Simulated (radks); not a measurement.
Mg+, configuration [Ne] 3s1 (the NIST ground configuration). All-electron calculation, Dirac Kohn-Sham, PBEsol, spin-unpolarised, spherical densities, point nucleus. Program: a radial shooting solver on a logarithmic mesh with Libxc functionals. Some entries of the table are withheld. Estimate them.

orbital  occ.  eigenvalue (hartree)  r(max) (bohr)  <r> (bohr)
1s1/2       2             -46.51632        0.08519         (1)
2s1/2       2              -3.25786            (2)      0.6976
2p1/2       2                   (3)            (4)      0.6863
2p3/2       4                   (5)            (6)      0.6886
3s1/2       1              -0.41564            (7)       2.803

Answer. 
(1) 1s1/2 <r> (bohr): 0.1308
(2) 2s1/2 r(max) (bohr): 0.5475
(3) 2p1/2 eigenvalue (hartree): -2.05024
(4) 2p1/2 r(max) (bohr): 0.4774
(5) 2p3/2 eigenvalue (hartree): -2.03963
(6) 2p3/2 r(max) (bohr): 0.4790
(7) 3s1/2 r(max) (bohr): 2.377
